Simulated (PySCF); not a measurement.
C2H4N, SMILES [CH2]N=C, multiplicity 2. Atoms are numbered in the order given.

```xyz
7

C      0.0000     1.1379     0.1543
N      0.0000     0.0000    -0.5060
C      0.0000    -1.1379     0.1543
H      0.0000     1.1798     1.2472
H      0.0000     2.0667    -0.4019
H      0.0000    -2.0667    -0.4019
H      0.0000    -1.1798     1.2472
```
Charge 0, spin multiplicity 2.

The structure is a stationary point at B3LYP-D3(BJ)/def2-TZVP. The isomer is the one that the SMILES or the coordinates give; other isomers of the formula were not compared.

All values below come from PBE0/pcH-1 (PySCF).

Unrestricted Kohn–Sham, ⟨S²⟩ = 0.786. Hyperfine tensors hold the contact and dipolar terms, without spin-orbit corrections.

Computed hyperfine couplings:
| nucleus | A(iso) (MHz) | A(iso) (G) | dipolar principal values (MHz) |
|---|---|---|---|
| 13C no. 1 | 67.8 | 24.2 | -55.8, -52.6, 108.3 |
| 14N no. 2 | -15.4 | -5.5 | -17.4, 8.0, 9.4 |
| 13C no. 3 | 67.8 | 24.2 | -55.8, -52.6, 108.3 |
| 1H no. 4 | -45.6 | -16.3 | -21.7, -2.5, 24.1 |
| 1H no. 5 | -50.7 | -18.1 | -26.5, -0.7, 27.2 |
| 1H no. 6 | -50.7 | -18.1 | -26.5, -0.7, 27.2 |
| 1H no. 7 | -45.6 | -16.3 | -21.7, -2.5, 24.1 |

And the g tensor (effective nuclear charges for spin-orbit coupling, GIAO)? (Estimate from the structure and the level; the computed values follow.)

principal values 2.0022, 2.0022, 2.0024; isotropic 2.0023.
